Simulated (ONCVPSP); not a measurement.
**molybdenum (Mo): one change to an ONCV potential, before and after**

```json
{
 "Element": "molybdenum (Mo)",
 "Generator": "ONCVPSP 4.0.1",
 "Type": "optimised norm-conserving Vanderbilt (ONCV)",
 "Functional": "PBE",
 "Relativity": "scalar-relativistic",
 "Frozen core": "[Ar] 3d10",
 "Valence charge": "14",
 "Reference configuration": "4s2 4p6 4d5 5s0.5 (charge +0.5)",
 "Partial waves": "4s+5s: rc 1.65 bohr, ncon 4, nbas 8, qcut 8 1/bohr, 2 projectors; 4p: rc 2.00 bohr, ncon 5, nbas 8, qcut 7.9 1/bohr, 3 projectors, debl 0.6 Ha; 4d: rc 1.85 bohr, ncon 4, nbas 9, qcut 7.3 1/bohr, 2 projectors, debl 2.4 Ha; f scattering state at 0.02 Ha: rc 1.85 bohr, ncon 4, nbas 7, qcut 5.9 1/bohr, 2 projectors, debl 3.8 Ha",
 "Local potential": "polynomial inside 1.20 bohr (lpopt 5, dvloc0 6 Ha)",
 "Core correction": "none"
}
```

In the p channel the program set the typed energies aside and used -1.533, 0.250, 0.850 Ha.

Change: d: qcut 4.5.

Cutoffs: the cutoffs (Ha) at which the residual kinetic energy of the hardest occupied pseudo-wave falls to 1 and 0.1 mHa per electron; they do not see the model core or the augmentation charge, which bear on the density cutoff. Errors are all-electron minus pseudo energies relative to the spin-unpolarised reference configuration.

Q: What does the change do?

A: The potential gets harder (22 Ha and 26 Ha → 74 Ha and 91 Ha); of the 4 tests that both files solve, the error grows in 1 and shrinks in 1 by more than 15 % and 0.3 meV (median size 0.7 → 0.7 meV); neither file shows a bound ghost.

```tsv
quantity	base	changed
cutoff, loose	22 Ha	74 Ha
cutoff, tight	26 Ha	91 Ha
loose cutoff by channel	s 22 Ha, p 12 Ha, d 18 Ha	s 22 Ha, p 12 Ha, d 74 Ha
bound ghosts	none	none
GHOST(+) flags under 300 eV	none	none
error for 4s2 4p6 4d5 5s1, meV [ΔE -2.73 eV]	+0.5	+0.7
error for 4s2 4p6 4d5 5s0, meV [ΔE 4.16 eV]	-0.8	-0.6
error for 4s2 4p6 4d4 5s0, meV [ΔE 19.63 eV]	-0.3	+1.8
error for 4s2 4p6 4d6 5s0, meV [ΔE -1.96 eV]	-1.8	-0.7
s: phases at 1.68 bohr within 0.05 rad from the reference energy up to (Ha; the scan ends near 5)	to the end of the scan	to the end of the scan
p: phases at 2.03 bohr within 0.05 rad from the reference energy up to (Ha; the scan ends near 5)	to the end of the scan	to the end of the scan
d: phases at 1.88 bohr within 0.05 rad from the reference energy up to (Ha; the scan ends near 5)	to the end of the scan	to the end of the scan
f: phases at 1.88 bohr within 0.05 rad from the reference energy up to (Ha; the scan ends near 5)	to the end of the scan	to the end of the scan
```

Base: The cutoffs count occupied waves only; projector 2 of the f channel, the hardest unoccupied one, needs 71 Ha at the loose tolerance.
